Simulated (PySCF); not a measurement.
## Ta⁵⁸⁺: ionisation energy

Ta⁵⁸⁺ [Ne] 3s2 3p3 (4S) → Ta⁵⁹⁺ [Ne] 3s2 3p2 (3P), as a difference of total energies. All numbers are calculated (PySCF 2.14, scalar relativity by spin-free X2C-1e, in an even-tempered Gaussian basis (17 s from 16 bohr⁻², ratio 2.5; 12 p from 20 bohr⁻², ratio 2.5; 4 d from 79 bohr⁻², ratio 2.7; 4 f from 120 bohr⁻², ratio 2.7)). Correlated levels: outer shells: 1s2 frozen; virtual orbitals above 40 to 60 times the deepest correlated orbital energy dropped. The calculations carry no spin-orbit coupling.

| method | ionisation energy (eV) |
| --- | --- |
| UHF | 6030.9 |
| LDA | 6030.4 |
| PBE | 6031.5 |
| PBE0 | 6031.7 |
| r2SCAN | 6033.0 |
| M06-2X | 6032.4 |
| TPSS | 6031.8 |
| MP2 (outer shells) | 6031.5 |
| SCS-MP2 (outer shells) | 6031.2 |

Spin-orbit coupling is strong in these open shells (close to jj coupling). The scalar numbers leave it out and a first-order estimate fails, so it can dominate the gap to the real levels.

The ground level that NIST lists for one species does not belong to the high-spin term computed here, so part of any gap is the choice of state.

Breit and QED terms and the two-electron picture change are absent.

For comparison: 5907 ± 6 eV (theoretical estimate listed by NIST; NIST Atomic Spectra Database, ionization energies).
